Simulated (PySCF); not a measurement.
Ga(OH)3(SH2), H₅GaO₃S, singlet (PBE0/def2-SVP optimised geometry):

```
10

Ga    -0.606    -0.466     0.000
O     -1.439     1.126     0.000
H     -0.822     1.865     0.006
O      1.183    -0.466     0.000
H      1.557    -1.331    -0.194
O     -1.557    -1.865    -0.641
H     -2.068    -1.636    -1.424
S     -1.440    -1.161     2.389
H     -2.246    -0.081     2.269
H     -2.237    -1.934     1.609
```

Computed with PBE0/def2-TZVP (PySCF).

What are the frontier orbital energies and the dipole moment?

HOMO-2 -8.41 eV, HOMO-1 -8.35 eV, HOMO -8.17 eV, LUMO -0.21 eV, LUMO+1 -0.12 eV; dipole moment 1.54 D.

On the same geometry PBE/def2-TZVP (PySCF) gives HOMO-2 -6.70 eV, HOMO-1 -6.68 eV, HOMO -6.55 eV, LUMO -1.17 eV, LUMO+1 -1.08 eV; dipole moment 1.51 D.

Meta-Löwdin charges at PBE0/def2-TZVP: Ga1 1.00, O2 -0.76, H3 0.34, O4 -0.74, H5 0.34, O6 -0.77, H7 0.34, S8 -0.05, H9 0.15, H10 0.16.
